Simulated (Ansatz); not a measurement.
Consider the hydrogenolysis of the Si–F bond: `O[SiH2]O[Si](F)(Cl)Cl` + H₂ → `O[SiH2]O[SiH](Cl)Cl` + H–F.

Program: Ansatz. Geometries: PBE0-D4/def2-TZVP. ΔE: electronic, gas phase. CCSD(T)/CBS is the MP2 limit (def2-TZVPP, def2-QZVPP) plus CCSD(T) − MP2 in def2-TZVPP, frozen cores. This one scheme is used for every species. Functionals use def2-TZVPP. One conformer a species, not always the lowest.

```
             level  ΔE (kcal/mol)
           ωB97X-V           30.0
           ωB97M-V           30.4
CCSD(T)/def2-TZVPP           29.4
     MP2/CBS(def2)           30.0
```

(1) What does CCSD(T)/CBS give? (Estimate.)

Largest T1 diagnostic among the species: 0.011.

Answers

(1) The calculation gave: +29.4 kcal/mol. The listed levels differ from it by 0.6, 1.0, 0.0, 0.6 kcal/mol.

The D4 term adds +0.7 kcal/mol with B3LYP and +0.4 kcal/mol with PBE0; it sums over pairs of atoms, weighted by their polarisabilities, and B3LYP, whose exchange is more repulsive, gets the larger term.

B3LYP here is the variant with VWN-RPA as its local correlation; programs differ in this.
